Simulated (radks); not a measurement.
These are the eigenvalues of the occupied orbitals of an atom or ion with whole-number occupations (eV). Calculated with a radial shooting solver on a logarithmic mesh with Libxc functionals: scalar-relativistic Kohn-Sham, r2SCAN, spin-polarised, spherical densities, finite nucleus; meta-GGA in the generalised Kohn-Sham scheme; Fermi nuclear charge, rms radius of each element as measured or else 0.836 A^(1/3) + 0.57 fm.

orbital  eigenvalue
1s        -9554.297
2s        -1169.269
2p        -1011.658
3s        -133.5226
3p         -86.0646
3d         -10.4613
4s          -6.2200

Which element is it, and in what charge state? The configuration may be excited. Open shells, if any, are filled with parallel spins first.

Answer. Z = 30, zinc, charge 0: Zn in [Ar] 3d10 4s2. The list shows which subshells hold electrons but not how many an open one holds; the 1s level, -351.11 hartree, gives Z - s = 26.5 by -(Z - s)^2/2, which with screening and relativity narrows Z to a few neighbours, and the depths of the outer levels then fix element, charge and occupations together.
